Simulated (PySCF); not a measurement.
C2H4BF2N, SMILES FB(/C=C\F)N.

Geometry: PBE0-D3(BJ)/def2-SVP. The structure was generated by enumeration; whether it is a known compound was not checked. The values are those of a single conformer.

Computed with PBE0-D3(BJ)/def2-SVP (PySCF).

Harmonic, unscaled wavenumbers; measured fundamentals usually lie a few per cent lower.

Computed normal modes with their intensities:
```
mode  ν (cm⁻¹)  IR (km/mol)  moving atoms (share of kinetic energy)
----  --------  -----------  --------------------------------------
1           67          3.5          F 52 %, C 20 %, N 17 %, H 10 %
2          179          5.4                   F 50 %, N 29 %, H 9 %
3          306         16.0           C 44 %, H 33 %, B 13 %, F 9 %
4          320          0.8          F 55 %, N 16 %, B 12 %, H 11 %
5          406          3.6          F 35 %, H 24 %, C 19 %, N 16 %
6          484        164.6                          H 80 %, N 17 %
7          605          0.7                                  H 95 %
8          668          5.8                  C 51 %, F 22 %, H 15 %
9          670         40.2                   B 64 %, C 17 %, H 9 %
10         809         45.2                          H 69 %, C 22 %
11         825          4.3          C 50 %, N 21 %, F 15 %, H 13 %
12         896         12.8                  H 54 %, N 22 %, F 19 %
13         975          0.0                          H 76 %, C 24 %
14        1038         45.9                  H 55 %, F 23 %, C 21 %
15        1223        144.9          H 40 %, C 26 %, B 17 %, F 16 %
16        1301        112.5                  H 52 %, B 31 %, F 10 %
17        1414         92.8                          B 45 %, H 38 %
18        1437         91.3                  H 44 %, B 28 %, C 24 %
19        1600        273.6                  H 54 %, N 25 %, B 21 %
20        1742        209.3                                  C 92 %
21        3202          3.1                                  H 92 %
22        3223          5.7                           H 91 %, C 9 %
23        3647         49.8                                  H 96 %
24        3766         57.4                           H 91 %, N 9 %
```
